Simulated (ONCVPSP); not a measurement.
## cerium (Ce): one change to an ONCV potential, before and after

| Property | Result |
| --- | --- |
| Element | cerium (Ce) |
| Generator | ONCVPSP 4.0.1 |
| Type | optimised norm-conserving Vanderbilt (ONCV) |
| Functional | PBE |
| Relativity | scalar-relativistic |
| Frozen core | [Kr] 4d10 |
| Valence charge | 12 |
| Reference configuration | 4f1 5s2 5p6 5d1 6s2 |
| Partial waves | 5s+6s: rc 2.30 bohr, ncon 3, nbas 7, qcut 4.7 1/bohr, 3 projectors, debl 1 Ha; 5p: rc 2.80 bohr, ncon 4, nbas 9, qcut 3.8 1/bohr, 1 projector; 5d: rc 3.10 bohr, ncon 4, nbas 9, qcut 4.9 1/bohr, 3 projectors, debl 1 Ha; 4f: rc 1.40 bohr, ncon 3, nbas 7, qcut 9.9 1/bohr, local |
| Local potential | the f channel |
| Core correction | Teter function, fcfact 6, rcfact 1.3 |

All-electron outer shells of the reference configuration (PBE, scalar-relativistic, ld1.x):

```json
{"shell": "4d", "level (eV)": "-110.49", "outermost node (bohr)": "0.31", "outermost maximum (bohr)": "0.66"}
{"shell": "5s", "level (eV)": "-40.59", "outermost node (bohr)": "0.75", "outermost maximum (bohr)": "1.37"}
{"shell": "5p", "level (eV)": "-23.22", "outermost node (bohr)": "0.81", "outermost maximum (bohr)": "1.55"}
{"shell": "4f", "level (eV)": "-5.38", "outermost node (bohr)": "–", "outermost maximum (bohr)": "0.71"}
{"shell": "6s", "level (eV)": "-3.74", "outermost node (bohr)": "1.82", "outermost maximum (bohr)": "3.72"}
{"shell": "5d", "level (eV)": "-3.06", "outermost node (bohr)": "0.92", "outermost maximum (bohr)": "2.15"}
```

Change: functional PBEsol.

Cutoffs: the cutoffs (Ha) at which the residual kinetic energy of the hardest occupied pseudo-wave falls to 1 and 0.1 mHa per electron; they do not see the model core or the augmentation charge, which bear on the density cutoff. Errors are all-electron minus pseudo energies relative to the spin-unpolarised reference configuration.

Q: What does the change do?

A: The potential gets neither clearly harder nor softer (49 Ha and 125 Ha → 49 Ha and 124 Ha); both files keep a bound ghost (p, s); of the 3 tests that both files solve, the error grows in 0 and shrinks in 1 by more than 15 % and 0.3 meV (median size 3.5 → 1.8 meV).

| quantity | base | changed |
| --- | --- | --- |
| cutoff, loose | 49 Ha | 49 Ha |
| cutoff, tight | 125 Ha | 124 Ha |
| loose cutoff by channel | s 8.1 Ha, p 5.2 Ha, d 6.3 Ha, f 49 Ha | s 8.1 Ha, p 5.2 Ha, d 6.3 Ha, f 49 Ha |
| bound ghosts | s, p | s, p |
| GHOST(+) flags under 300 eV | d at 150.9 eV | d at 150.3 eV |
| tests counted as reliable (solved cleanly; for ONCVPSP, near-neutral configurations with less than one 5d electron left out) | 3 of 4 | 3 of 4 |
| error for 4f1 5s2 5p6 5d1 6s1, meV [ΔE 6.07 → 6.10 eV] | -1.8 | -1.8 |
| error for 4f1 5s2 5p6 5d1 6s0, meV [ΔE 17.15 → 17.14 eV] | -7.0 | -7.3 |
| error for 4f1 5s2 5p6 5d0 6s0, meV [ΔE 36.33 → 36.28 eV] | +3.5 | -0.5 |
| s: phases at 2.33 bohr within 0.05 rad from the reference energy up to (Ha; the scan ends near 5) | to the end of the scan | to the end of the scan |
| p: phases at 2.84 bohr within 0.05 rad from the reference energy up to (Ha; the scan ends near 5) | 0.2 | 0.2 |
| d: phases at 3.15 bohr within 0.05 rad from the reference energy up to (Ha; the scan ends near 5) | 4.1 | 4.1 |
| f: phases at 1.42 bohr within 0.05 rad from the reference energy up to (Ha; the scan ends near 5) | 0.6 | 0.6 |
| rms error of d²Exc/dni dnj with the model core, mHa | 4.28 | 4.21 |

 A true bound ghost makes a file unfit for plane-wave use even where its test errors are small: the radial tests pick states by their node count and pass the ghost by.
